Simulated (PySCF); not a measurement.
L and K shells in `FB(Cl)Cl`

BCl₂F.
Structure used (PBE0-D3(BJ)/def2-SVP), in Å, numbered top down from 1:
```
atom  x, y, z in Å
B1    -0.0513   -0.0843    0.0002
Cl2    1.6900   -0.1472    0.0153
Cl3   -0.9044    1.4351   -0.0204
F4    -0.7342   -1.2036    0.0049
```

The calculation used delta-SCF UKS SCAN, pcX-2 on the ionised atom, pcseg-1 elsewhere, spin-free X2C in PySCF 2.14.0. Vertical ΔSCF values, vacuum level as zero. The 2p values add to the ΔSCF energy of one spin-free hole a correction within the shell (spin–orbit coupling, ligand field). The splitting includes the ligand field, and 2p3/2 is the mean of two sublevels.

When a 2p electron fills a 1s hole, the emitted photon carries the energy difference of the two hole states (Kα1 from 2p3/2, Kα2 from 2p1/2), here at the ground state's geometry.

| atom | Kα1 (eV) | Kα2 (eV) | 2p3/2 binding energy (eV) |
| --- | --- | --- | --- |
| Cl2/Cl3 | 2622.60 | 2620.94 | 207.26 |

Task: What are the 1s and 2p1/2 binding energies?

Result: 1s = Kα1 + 2p3/2, and 2p1/2 = 1s − Kα2:

```json
{"atom": "Cl2/Cl3", "environment": "chlorine bonded to B", "1s (eV)": "2829.86", "2p1/2 (eV)": "208.92"}
```

Task: And the 1s levels of the other atoms?

Result: B1 (boron bonded to 2 Cl and F) 200.63 eV; F4 (fluorine bonded to B) 694.27 eV.

Atoms equivalent by their bonding share one computed value, that of the first of them. Isolated species at its PBE0-D3(BJ)/def2-SVP geometry, gas phase.

The run took 5.4 s wall on one thread of an x86-64 server, no GPU, shared host.
